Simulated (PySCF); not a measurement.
Compound: C₄H₁₃GeNSi.
Cartesian coordinates in Å at the PBE0-D3(BJ)/def2-SVP level; atoms count from 1:
```
atom  x, y, z in Å
Si1    1.1756    1.5109    1.5489
N2     0.9922   -0.0302    0.7581
Ge3    2.4122   -1.1485    0.3777
C4    -0.2968   -0.4690    0.2649
C5    -0.8412    0.0325   -1.0925
C6    -2.2523   -0.0165   -0.4775
C7    -1.6007    0.0345    0.9175
H8     0.5099    1.5684    2.8900
H9     0.6115    2.6416    0.7410
H10    2.6394    1.7348    1.7346
H11    2.6823   -1.1948   -1.1425
H12    2.0286   -2.5668    0.8491
H13    3.6512   -0.6290    1.1209
H14   -0.3277   -1.5749    0.2638
H15   -0.5179    1.0701   -1.2702
H16   -0.6293   -0.5641   -1.9927
H17   -2.9542    0.7875   -0.7404
H18   -2.7468   -0.9827   -0.6603
H19   -2.0302   -0.5574    1.7395
H20   -1.5019    1.0783    1.2590
```

Computed, not measured: TDDFT wB97X-D/def2-SVPD, vertical, gas phase, core orbitals frozen in the response (PySCF 2.14.0, density-fitted response routines). Relativistic effects, spin–orbit coupling among them, are left out although an element past zinc is present.

Transition dipole moments from the ground state, in atomic units and in the frame of the coordinates above (overall signs are arbitrary), for the states with f of 0.002 or more among the lowest 9:

```json
{"state": "S1", "E (eV)": "5.939", "μx": "0.029", "μy": "0.006", "μz": "-0.148"}
{"state": "S2", "E (eV)": "6.473", "μx": "-0.061", "μy": "-0.157", "μz": "0.384"}
{"state": "S3", "E (eV)": "6.784", "μx": "0.176", "μy": "0.148", "μz": "0.095"}
{"state": "S4", "E (eV)": "7.033", "μx": "-0.165", "μy": "0.165", "μz": "-0.066"}
{"state": "S7", "E (eV)": "7.648", "μx": "0.042", "μy": "-0.011", "μz": "-0.144"}
{"state": "S8", "E (eV)": "7.796", "μx": "-0.105", "μy": "0.035", "μz": "0.177"}
{"state": "S9", "E (eV)": "7.995", "μx": "-0.063", "μy": "-0.069", "μz": "-0.160"}
```

Work out the oscillator strengths.

f = (2/3) ΔE |μ|² with ΔE in hartree (27.2114 eV).

```csv
state,|μ|² (au),|μ| (D),f
S1,0.023,0.38,0.003
S2,0.176,1.07,0.028
S3,0.062,0.63,0.010
S4,0.059,0.62,0.010
S7,0.023,0.38,0.004
S8,0.044,0.53,0.008
S9,0.034,0.47,0.007
```

Which bond between heavy atoms lies closest to the direction of the S2 transition dipole?

C4–C5, at 29° from it; next C6–C7 at 41°.

What angle do the transition dipoles of S2 and S4 make?

|cos θ| = |μa·μb| / (|μa| |μb|) = 0.40, so θ ≈ 66° (taken between 0 and 90°, since the signs are arbitrary).

How is the summed strength of these states shared among x, y and z?

(2/3) Σ ΔE μα² gives 0.014 for x, 0.013 for y and 0.044 for z, 0.071 in all.

The vertical ionisation energy (ΔSCF) is 8.36 eV, 0.37 eV above S9.

Time: 6.7 min wall; peak memory 1.2 GiB. Hardware: an Intel Xeon at 2.50 GHz with one thread, no GPU, shared host.

One conformer stands for the species.

Without π bonds the low states may be Rydberg-like; a valence basis with one diffuse set may place them up to an eV too high.
